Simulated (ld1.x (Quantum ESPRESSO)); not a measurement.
**Plane-wave convergence, TM potential for indium**

```
Element                 : indium
Generator               : ld1.x (Quantum ESPRESSO) 7.5
Type                    : norm-conserving Troullier–Martins (Kleinman–Bylander form)
Functional              : LDA (PZ)
Relativity              : scalar-relativistic
Frozen core             : [Kr] 4d10
Valence charge          : 3
Reference configuration : 5s2 5p1
Partial waves           : 5p (bound): rc 3.15 bohr; 5s (bound): rc 1.95 bohr
Local potential         : the s channel
Core correction         : none
```

The pseudo-atom Hamiltonian at the reference potential is diagonalised in spherical Bessel functions j_l(qr) that vanish at 20 bohr, with q² up to the cutoff. All-electron valence levels (Ry): 5p -0.1987, 5s -0.6238.

Task: How do the lowest levels (Ry) of each channel move with the cutoff, and are there ghosts?

Result:

```
cutoff (Ry)     p #1    p #2     s #1     s #2    d #1    f #1  Σ f·Δε (mRy)
          8  -0.1980  0.0273  -0.6144  -0.0241  0.0423  0.1023          19.4
         12  -0.1986  0.0272  -0.6170  -0.0244  0.0422  0.1023          13.7
         18  -0.1986  0.0272  -0.6207  -0.0247  0.0421  0.1023           6.2
         21  -0.1987  0.0272  -0.6223  -0.0248  0.0421  0.1023           3.0
         30  -0.1987  0.0272  -0.6234  -0.0249  0.0421  0.1023           0.7
         40  -0.1987  0.0272  -0.6236  -0.0250  0.0421  0.1023           0.4
        400  -0.1987  0.0272  -0.6238  -0.0250  0.0421  0.1023           0.0
```

Result: no extra level below or beside the all-electron valence levels (p, s, d, f tested); 10 mRy is reached at 18 Ry and 1 mRy at 30 Ry.
